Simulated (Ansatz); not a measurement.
ClFH4OSi2, SMILES `O[SiH](Cl)[SiH2]F`, relaxed with RKS PBE0-D4/def2-TZVP in Ansatz from a PBE-D4/def2-SVP geometry. The force threshold is 0.005 eV/Å; the program also tests the step.

Charge 0, multiplicity 1.

Start:

```xyz
9

O     0.036    1.767    0.850
Si   -0.859    0.372    0.597
Cl   -1.006   -0.804    2.320
Si    0.455   -0.807   -0.963
F     1.938   -0.153   -0.593
H     0.996    1.609    0.752
H    -2.243    0.794    0.221
H     0.529   -2.295   -0.782
H     0.155   -0.482   -2.402
```

```
step  energy (eV)  largest force (eV/Å)  largest move (Å)
   1  -33098.8133                 0.994             0.000
   2  -33098.8685                 0.832             0.137
   3  -33098.8927                 0.630             0.043
   4  -33098.9078                 0.219             0.047
   5  -33098.9139                 0.218             0.077
   6  -33098.9162                 0.121             0.053
   7  -33098.9163                 0.059             0.033
   8  -33098.9184                 0.032             0.047
   9  -33098.9191                 0.049             0.050
  10  -33098.9196                 0.085             0.038
  11  -33098.9200                 0.093             0.035
  12  -33098.9204                 0.091             0.033
  13  -33098.9206                 0.071             0.030
  14  -33098.9208                 0.041             0.027
  15  -33098.9210                 0.031             0.019
  16  -33098.9210                 0.022             0.008
  17  -33098.9210                 0.010             0.007
  18  -33098.9211                 0.006             0.004
  19  -33098.9211                 0.002             0.002
```

End:

```xyz
9

O    -0.154    1.885    0.791
Si   -0.761    0.378    0.579
Cl   -0.710   -0.696    2.340
Si    0.494   -0.842   -0.991
F     2.043   -0.632   -0.609
H     0.776    1.970    1.008
H    -2.181    0.565    0.208
H     0.195   -2.296   -0.952
H     0.299   -0.333   -2.374
```

Run time 70 s (4 threads of a server CPU on a shared host); peak host memory 0.6 GiB.
